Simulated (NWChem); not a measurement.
System: AlAsH₃F; SMILES [AsH2][AlH][F]

The following NWChem deck was run.

```
start job
memory heap 200 mb stack 900 mb global 1100 mb
geometry units angstroms noautosym
  Al    -0.570204    -1.289871    -0.030187
  As     0.047280     1.069245     0.010475
  H      0.771443     0.819623    -1.384122
  H      1.371443     0.684985     0.797397
  F      0.646493    -2.433793     0.040321
  H     -2.042515    -1.868744    -0.143995
end
basis spherical
  * library def2-svp
end
dft
  xc pbe0
  grid fine
  iterations 150
end
driver
  maxiter 120
  tight
end
task dft optimize
task dft freq
```

Excerpt of the output:

```
             Northwest Computational Chemistry Package (NWChem) 7.3.0
             --------------------------------------------------------

                             Geometry "geometry" -> ""
                             -------------------------

 Output coordinates in angstroms (scale by  1.889725989 to convert to a.u.)

  No.       Tag          Charge          X              Y              Z
 ---- ---------------- ---------- -------------- -------------- --------------
    1 Al                  13.0000    -0.57134876    -1.22518978    -0.02303895
    2 As                  33.0000     0.04613524     1.13392622     0.01762305
    3 H                    1.0000     0.77029824     0.88430422    -1.37697395
    4 H                    1.0000     1.37029824     0.74966622     0.80454505
    5 F                    9.0000     0.64534824    -2.36911178     0.04746905
    6 H                    1.0000    -2.04365976    -1.80406278    -0.13684695

 Effective nuclear repulsion energy (a.u.)     215.2957245611

                                Z-matrix (autoz)
                                --------

 Units are Angstrom for bonds and degrees for angles

      Type          Name      I     J     K     L     M      Value
      ----------- --------  ----- ----- ----- ----- ----- ----------
    1 Stretch                  1     2                       2.43893
    2 Stretch                  1     5                       1.67149
    3 Stretch                  1     6                       1.58611
    4 Stretch                  2     3                       1.59111
    5 Stretch                  2     4                       1.58755
    6 Bend                     1     2     3                87.06889
    7 Bend                     1     2     4                89.15847
    8 Bend                     2     1     5               118.48849
    9 Bend                     2     1     6               126.10243
   10 Bend                     3     2     4                90.96655
   11 Bend                     5     1     6               115.40038
   12 Torsion                  3     2     1     5          64.54243
   13 Torsion                  3     2     1     6        -114.33152
   14 Torsion                  4     2     1     5         -26.46859
   15 Torsion                  4     2     1     6         154.65747

                           NWChem Geometry Optimization
                           ----------------------------

 maximum gradient threshold         (gmax) =   0.000015
 rms gradient threshold             (grms) =   0.000010
 maximum cartesian step threshold   (xmax) =   0.000060
 rms cartesian step threshold       (xrms) =   0.000040
 fixed trust radius                (trust) =   0.300000
 source of zmatrix                         =   autoz

          -------------------
          Energy Minimization
          -------------------

 Using diagonal initial Hessian
 Scaling for Hessian diagonals: bonds = 1.00  angles = 0.25  torsions = 0.10

          --------
          Step   0

                                 NWChem DFT Module
                                 -----------------

 Summary of "ao basis" -> "ao basis" (spherical)
 ------------------------------------------------------------------------------
       Tag                 Description            Shells   Functions and Types
 ---------------- ------------------------------  ------  ---------------------
 Al                         def2-svp                 8       18   4s3p1d
 As                         def2-svp                12       32   5s4p3d
 H                          def2-svp                 3        5   2s1p
 F                          def2-svp                 6       14   3s2p1d

[...]

      ----------------------
      Optimization converged
      ----------------------

  Step       Energy      Delta E   Gmax     Grms     Xrms     Xmax
  ---- ---------------- -------- -------- -------- -------- --------
@   20   -2579.10914829  3.3D-09  0.00000  0.00000  0.00002  0.00004
                                     ok       ok       ok       ok

                                Z-matrix (autoz)
                                --------

 Units are Angstrom for bonds and degrees for angles

      Type          Name      I     J     K     L     M      Value     Gradient
      ----------- --------  ----- ----- ----- ----- ----- ---------- ----------
    1 Stretch                  1     2                       2.42027    0.00000
    2 Stretch                  1     5                       1.66959   -0.00000
    3 Stretch                  1     6                       1.58267    0.00000
    4 Stretch                  2     3                       1.52686   -0.00000
    5 Stretch                  2     4                       1.52540   -0.00000
    6 Bend                     1     2     3                90.04561    0.00000
    7 Bend                     1     2     4                90.32707   -0.00000
    8 Bend                     2     1     5               117.48327    0.00000
    9 Bend                     2     1     6               126.15152   -0.00000
   10 Bend                     3     2     4                93.05669    0.00000
   11 Bend                     5     1     6               116.27885    0.00000
   12 Torsion                  3     2     1     5         140.16203   -0.00000
   13 Torsion                  3     2     1     6         -43.35729    0.00000
   14 Torsion                  4     2     1     5          47.10503   -0.00000
   15 Torsion                  4     2     1     6        -136.41429   -0.00000

                         Geometry "geometry" -> "geometry"
                         ---------------------------------

 Output coordinates in angstroms (scale by  1.889725989 to convert to a.u.)

  No.       Tag          Charge          X              Y              Z
 ---- ---------------- ---------- -------------- -------------- --------------
    1 Al                  13.0000    -0.46854328    -1.27598128     0.02163868
    2 As                  33.0000     0.27068118     1.00811752     0.32846268
    3 H                    1.0000     0.05662656     1.27848578    -1.15894278
    4 H                    1.0000     1.71932345     0.57584979     0.12491058
    5 F                    9.0000     0.34948668    -2.46912782     0.85515933
    6 H                    1.0000    -1.71050315    -1.74781164    -0.83845118

 Effective nuclear repulsion energy (a.u.)     217.2055168426

                Final and change from initial internal coordinates
                --------------------------------------------------

                                Z-matrix (autoz)
                                --------

[...]

 Rotational Constants
 --------------------
 A=   0.649523 cm-1  (  0.934498 K)
 B=   0.068428 cm-1  (  0.098451 K)
 C=   0.062908 cm-1  (  0.090508 K)

 Temperature                      =   298.15K
 frequency scaling parameter      =   1.0000

 Zero-Point correction to Energy  =   15.683 kcal/mol  (  0.024993 au)
 Thermal correction to Energy     =   19.153 kcal/mol  (  0.030523 au)
 Thermal correction to Enthalpy   =   19.745 kcal/mol  (  0.031466 au)

 Total Entropy                    =   76.356 cal/mol-K
   - Translational                =   40.339 cal/mol-K (mol. weight = 123.9250)
   - Rotational                   =   25.848 cal/mol-K (symmetry #  =        1)
   - Vibrational                  =   10.169 cal/mol-K

 Cv (constant volume heat capacity) =   17.061 cal/mol-K
   - Translational                  =    2.979 cal/mol-K
   - Rotational                     =    2.979 cal/mol-K
   - Vibrational                    =   11.103 cal/mol-K

[normal modes left out]

 ----------------------------------------------------------------------------
 Normal Eigenvalue ||           Projected Infra Red Intensities
  Mode   [cm**-1]  || [atomic units] [(debye/angs)**2] [(KM/mol)] [arbitrary]
 ------ ---------- || -------------- ----------------- ---------- -----------
    1       -0.000 ||    0.000923           0.021         0.900       0.192
    2       -0.000 ||    0.000088           0.002         0.085       0.018
    3       -0.000 ||    0.000716           0.017         0.698       0.149
    4        0.000 ||    0.000001           0.000         0.001       0.000
    5        0.000 ||    0.000018           0.000         0.017       0.004
    6        0.000 ||    0.000524           0.012         0.511       0.109
    7       95.588 ||    0.004095           0.094         3.992       0.852
    8      151.685 ||    0.009843           0.227         9.595       2.049
    9      335.971 ||    0.013311           0.307        12.977       2.771
   10      374.216 ||    0.071509           1.650        69.710      14.885
   11      546.208 ||    0.072036           1.662        70.224      14.995
   12      554.406 ||    0.035522           0.820        34.629       7.394
   13      678.556 ||    0.145236           3.351       141.584      30.232
   14      855.927 ||    0.141665           3.268       138.102      29.488
   15      988.771 ||    0.022162           0.511        21.605       4.613
   16     1961.267 ||    0.215857           4.980       210.428      44.931
   17     2207.792 ||    0.058889           1.359        57.408      12.258
   18     2225.392 ||    0.072351           1.669        70.532      15.060
 ----------------------------------------------------------------------------
```

Level: PBE0/def2-SVP.
